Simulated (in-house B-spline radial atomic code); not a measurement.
Configurations of Rb6+, with energies counted from [Ar] 3d10 4s2 4p1. All numbers are computed (scalar-relativistic (X2C) wB97X, spin-polarised, spherical fractional occupations; Fermi nucleus of rms radius 4.2036 fm) with an all-electron radial atomic-structure program (B-spline basis), not measured. Shells without spins written out take the highest spin.

Caution: exact exchange at fractional occupations of open shells leaves self-interaction of up to several eV.

Occupations are held fixed; configurations that lie above the ionisation limit could autoionise.

```csv
configuration,E - E(ref) (eV),highest orbital,its <r> (bohr)
"[Ar] 3d10 4s2 5s(0 up, 1 down)",38.571,5s down,2.574
"[Ar] 3d10 4s(1 up, 0 down) 4p(0 up, 1 down) 4d(0 up, 1 down)",52.18,4d down,1.72
"[Ar] 3d10 4s2 4f(1 up, 0 down)",53.708,4f up,2.318
[Ar] 3d10 4s2 5d1,58.479,5d up,3.398
[Ar] 3d10 4s1 4p1 5f1,88.644,5f up,4.16
"[Ne] 3s2 3p(3 up, 2 down) 3d10 4s2 4p(1 up, 0 down) 5f(1 up, 0 down)",311.02,5f up,4.083
```

Q: Order these further configurations by energy, lowest first.
A. [Ar] 3d9 4s2 4p1 5d1
B. [Ar] 3d9 4s2 4p1 4d1
C. [Ne] 3s2 3p5 3d10 4s2 4p1 4d1
D. [Ne] 3s2 3p5 3d10 4s2 4p2
E. [Ar] 3d10 4s1 4p1 4d1

A: E (48.873 eV), B (147.55 eV), A (179.09 eV), D (235.4 eV), C (269.58 eV).

Q: How far above the reference does [Ne] 3s2 3p5 3d10 4s2 4p1 5d1 lie?

A: 301.09 eV; its least bound orbital is 5d up with <r> = 3.318 bohr.
